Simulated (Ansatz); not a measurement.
# Ligand exchange: Ge(CH3)3Br + BClF2 → Ge(CH3)3Cl + BBrF2

Species: Ge(CH3)3Br (bromotrimethylgermane), singlet; BClF2 (chlorodifluoroborane) `FB(F)Cl`, singlet; Ge(CH3)3Cl (chlorotrimethylgermane), singlet; BBrF2 `FB(F)Br`, singlet. The partners trade Br for Cl: Ge–Br and B–Cl bonds give way to Ge–Cl and B–Br.

Shapes, held fixed at every level: PBE0-D4/def2-TZVP. Programs: Ansatz 0.2.0. The zero-point and thermal change to 298 K, harmonic and unscaled (PBE0-D4/def2-TZVP), is -0.6 kJ/mol.

Problem. Estimate ΔH(298 K) of this reaction.

Solution. The highest level, CCSD(T)/def2-TZVPP, gives ΔH(298 K) = +20.1 kJ/mol; the levels span +19.6 to +22.4. The column of differences is taken from that level and isn't an error. No measured value is set beside it here. Relativity is left out for Br, Ge. Outer-core shells of Br, Ge are correlated, in sets that cover them unevenly.

```tsv
level	kind	ΔH(298 K) (kJ/mol)	less CCSD(T)/def2-TZVPP
HF/def2-TZVPP	Hartree–Fock	+22.4	+2.3
PBE-D4/def2-TZVPP	GGA	+19.6	-0.5
PBE0-D4/def2-TZVPP	global hybrid	+20.9	+0.8
r2SCAN0-D4/def2-TZVPP	global hybrid	+21.3	+1.2
B2PLYP/def2-TZVPP	double hybrid	+20.2	+0.1
CCSD/def2-TZVPP	coupled cluster or CI	+20.3	+0.2
CCSD(T)/def2-TZVPP	coupled cluster or CI	+20.1	0.0
```
